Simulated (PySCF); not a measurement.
Ga(F)(Cl)(Et) (C2H5ClFGa), SMILES C[CH2][Ga]([F])[Cl].

The structure is a stationary point at B3LYP-D3(BJ)/def2-SVP. The structure was generated by enumeration; whether it is a known compound was not checked. The values are those of a single conformer.

All values below come from B3LYP/def2-TZVP in PySCF.

The molecule is in vacuum.

- total energy = -2564.38622 hartree
- point group = Cs
- highest occupied level = -8.38 eV
- lowest empty level = -1.26 eV
- orbital gap = 7.12 eV
- dipole moment = 3.39 D
- quadrupole, principal values (traceless, Buckingham form, about the centre of nuclear charge) = -7.15, 0.24, 6.91 D·Å
- mean static polarisability = 62.9 bohr³ (9.33 Å³)
- polarisability, principal values = 47.7, 57.0, 84.1 bohr³
